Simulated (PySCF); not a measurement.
A GIAO shielding run with PySCF 2.14 (density fitting, non-relativistic, gas phase) on `C(C=C)CC(=O)[Si@H](N)[SiH3]`, C₅H₁₃NOSi₂:

```
$ OMP_NUM_THREADS=1 python probes_run.py task.json out

{"job": {"kind": "nmr", "xc": "PBE0", "basis": "pcSseg-1"}, "charge": 0, "multiplicity": 1}
C      2.269085     1.361405    -0.514002
C      2.052491     0.434256     0.399280
C      2.066304    -1.037581     0.135810
C      0.700237    -1.660675     0.454436
C     -0.344297    -1.189976    -0.535134
O     -0.174221    -1.302685    -1.730591
Si    -1.926630    -0.341956     0.135205
N     -3.019071    -0.532428    -1.178497
Si    -1.468980     1.829235     0.791152
H      2.482532     1.104766    -1.538562
H      2.244771     2.411882    -0.278372
H      1.835623     0.717645     1.421928
H      2.828554    -1.510283     0.762042
H      2.306193    -1.229201    -0.911340
H      0.391089    -1.412763     1.471206
H      0.770225    -2.747874     0.365962
H     -2.412409    -1.207529     1.228045
H     -2.631218    -0.780928    -2.075307
H     -3.834413     0.046290    -1.287759
H     -2.713483     2.550658     1.087207
H     -0.767591     2.625913    -0.219131
H     -0.665203     1.891215     2.015574
```

Hardware: 1 thread of an Arm Neoverse N1, shared host. The job also computes population analyses, field gradients.

(1) How large is the calculation?

(2) How long does it take, and how much memory does it need?

## Answers

(1) 86 electrons, 232 basis functions and 1244 auxiliary functions.

(2) 110 s of wall time, with 15 SCF cycles and 5 response iterations; peak memory 1.1 GiB. Times on a shared host scatter by some tens of per cent.
